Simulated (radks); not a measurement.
All-electron atom: Cs2+ in [Kr] 4d10 5s2 5p5. All-electron calculation, Dirac Kohn-Sham, BLYP, spin-unpolarised, spherical densities, point nucleus; open shells are shared between the two j in proportion to 2j + 1; speed of light set to 116.481 atomic units (0.85 times the physical value, a model run). Program: a radial shooting solver on a logarithmic mesh with Libxc functionals. Some entries of the table are withheld. Estimate them.

| orbital | occ. | eigenvalue (hartree) | r(max) (bohr) |
|---|---|---|---|
| 1s1/2 | 2 | (1) | 0.01616 |
| 2s1/2 | 2 | -212.9652 | 0.09264 |
| 2p1/2 | 2 | -200.2433 | 0.07020 |
| 2p3/2 | 4 | -181.5415 | 0.07723 |
| 3s1/2 | 2 | -44.78285 | 0.2673 |
| 3p1/2 | 2 | -39.51397 | 0.2537 |
| 3p3/2 | 4 | -35.91900 | 0.2693 |
| 3d3/2 | 4 | -26.88807 | 0.2175 |
| 3d5/2 | 6 | -26.15913 | 0.2219 |
| 4s1/2 | 2 | -8.97346 | 0.6316 |
| 4p1/2 | 2 | -7.08594 | (2) |
| 4p3/2 | 4 | -6.34994 | (3) |
| 4d3/2 | 4 | (4) | (5) |
| 4d5/2 | 6 | (6) | (7) |
| 5s1/2 | 2 | -1.59681 | 1.503 |
| 5p1/2 | 1.66667 | -1.11896 | 1.668 |
| 5p3/2 | 3.33333 | -1.02202 | 1.767 |

Answer. 
(1) 1s1/2 eigenvalue (hartree): -1340.007
(2) 4p1/2 r(max) (bohr): 0.6450
(3) 4p3/2 r(max) (bohr): 0.6792
(4) 4d3/2 eigenvalue (hartree): -3.36136
(5) 4d3/2 r(max) (bohr): 0.7152
(6) 4d5/2 eigenvalue (hartree): -3.24513
(7) 4d5/2 r(max) (bohr): 0.7266
